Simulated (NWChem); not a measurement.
Molecule: CH$_{4}$O$_{4}$Si; SMILES O=C(O)[SiH](O)O

```xyz
10

O     -1.0944     1.4080     0.6327
C     -0.1026     1.0587     0.0345
O      0.8695     1.9037    -0.3065
Si     0.1020    -0.7909    -0.4348
O     -1.4170    -1.3868    -0.1883
O      1.2507    -1.3536     0.6146
H      0.6139     2.7842     0.0222
H      0.4880    -1.0504    -1.8435
H     -1.9334    -0.8071     0.3899
H      1.5395    -2.2661     0.5207
```
Atoms are numbered in this order, from 1.

Level: PBE0/def2-SVP (NWChem), optimised geometry, unscaled harmonic frequencies. 

```csv
frequency (cm⁻¹),IR intensity (km/mol)
55,0.9
142,10.1
178,29.3
198,77.5
297,9.6
364,74.5
420,52.3
451,64.0
535,42.9
696,193.4
721,137.9
756,9.7
795,89.5
863,32.0
900,60.2
937,428.5
990,139.1
1207,143.6
1376,44.6
1832,246.6
2288,126.6
3737,55.1
3842,120.2
3934,121.9
```

The zero-point energy comes out as 39.3 kcal/mol and the thermal correction to the enthalpy at 298.15 K (with zero-point energy) is 44.7 kcal/mol. The heat capacity Cv is 26.0 cal/(mol K), the entropy at 298.15 K and 1 atm (symmetry number 1) comes out as 85.6 cal/(mol K) and the dipole moment comes out as 1.26 D.

Rigid rotor and harmonic oscillator; modes under 100 cm⁻¹ make the entropy uncertain.
